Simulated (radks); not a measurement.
Task: These are the eigenvalues of the occupied orbitals of an atom or ion with whole-number occupations (Ry). Method: scalar-relativistic Kohn-Sham, PBE, spin-unpolarised, spherical densities, point nucleus; computed with a radial shooting solver on a logarithmic mesh with Libxc functionals.

1s: -6294.871
2s: -1121.212
2p: -964.2107
3s: -268.0316
3p: -222.8557
3d: -176.1118
4s: -60.23938
4p: -45.43494
4d: -28.09854
5s: -10.16350
4f: -8.91556
5p: -6.12898
5d: -1.67247
6s: -1.19870

Which element is it, and in what charge state? The configuration may be excited.

Result: Z = 81, thallium, charge +1: Tl+ in [Hg]. The list shows which subshells hold electrons but not how many an open one holds; the 1s level, -3147.4 hartree, gives Z - s = 79.3 by -(Z - s)^2/2, which with screening and relativity narrows Z to a few neighbours, and the depths of the outer levels then fix element, charge and occupations together.
